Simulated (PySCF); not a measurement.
Cost against size for one kind of job: delta-SCF UKS SCAN, pcX-2 on the ionised atom, pcseg-1 elsewhere, spin-free X2C (PySCF). Hardware: Arm Neoverse V1, one thread, no GPU, shared host. Times come from a shared host and carry two figures at best.

| species (SMILES) | atoms | electrons | basis functions | SCF cycles | core holes | wall time |
| --- | --- | --- | --- | --- | --- | --- |
| C[O-] | 5 | 18 | 74 | 31 | 2 | 3.1 s |
| N#CC1=NC1 | 7 | 34 | 111 | 106 | 5 | 18 s |
| CC(=O)OC=O | 10 | 46 | 135 | 113 | 6 | 46 s |
| O[SiH2]C(F)F | 9 | 50 | 136 | 78 | 5 | 24 s |
| BC(B)C1CCC1 | 19 | 52 | 189 | 83 | 5 | ? |
| [SiH3]Cc1ccncc1 | 17 | 66 | 203 | 139 | 7 | ? |

Estimate the withheld figures.

`BC(B)C1CCC1`: 62 s; `[SiH3]Cc1ccncc1`: 83 s.

With all rows, how does the wall time grow with the number of basis functions N?

A straight line through log(time) against log(N) has slope 3.1 between N = 74 and 203, and the rows scatter about it by a factor of about 1.4 (standard error of the fit). This is a fit to these rows, whose iteration counts differ, not the method's formal scaling.

Which species took longest, and how many times the shortest run?

`[SiH3]Cc1ccncc1`, at 83 s: about 27 times the shortest (3.1 s).
